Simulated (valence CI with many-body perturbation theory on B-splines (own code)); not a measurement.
Mn XII: fill in the table

Method: valence CI with perturbative core correlation (CI+MBPT): four valence electrons over a frozen Dirac-Fock core [Ne], radial functions for each j: 11 s, 11 p, 9 d, 7 f, 5 g, 2 h, 1 i, with the one-electron correlation potential Σ1, the two-electron term Σ2, the three-electron term Σ3, Breit, model QED; selected CI, second order for the rest, scaled by the run's own slope (own B-spline code, finite nucleus).

No measured levels were compared; by estimate levels of excited configurations hold to 0.05 to 0.15 % of their energy, terms of the ground configuration to about 0.5 %.

| Level | E (eV) |
| --- | --- |
| 3s²3p² ³P_0 | 0.000 |
| 3s²3p² ³P_1 | 0.896 |
| 3s²3p² ³P_2 | 1.865 |
| 3s²3p² ¹D_2 | ? |
| 3s²3p² ¹S_0 | 10.298 |
| 3s3p³ ⁵S°_2 | ? |
| 3s3p³ ³D°_1 | 32.783 |
| 3s3p³ ³D°_2 | ? |
| 3s3p³ ³D°_3 | ? |
| 3s3p³ ³P°_0 | 37.584 |
| 3s3p³ ³P°_1 | 37.645 |
| 3s3p³ ³P°_2 | 37.701 |
| 3s3p³ ¹D°_2 | 41.414 |
| 3s3p³ ³S°_1 | 47.859 |
| 3s²3p3d ³F°_2 | 49.491 |
| 3s²3p3d ³F°_3 | ? |
| 3s3p³ ¹P°_1 | ? |
| 3s²3p3d ³F°_4 | 51.167 |
| 3s²3p3d ³P°_2 | 56.111 |
| 3s²3p3d ³P°_1 | 57.041 |

Names give the largest LS component (configuration and term), which can be under half, so a name can repeat, a term be missing and a line seem to break the LS rules; names also repeat where a configuration has a term twice.

Q: The levels stand in rising order. What does the calculation give for the missing energies?

A: 3s²3p² ¹D_2 5.239; 3s3p³ ⁵S°_2 24.290; 3s3p³ ³D°_2 32.798; 3s3p³ ³D°_3 33.055; 3s²3p3d ³F°_3 50.171; 3s3p³ ¹P°_1 50.226.
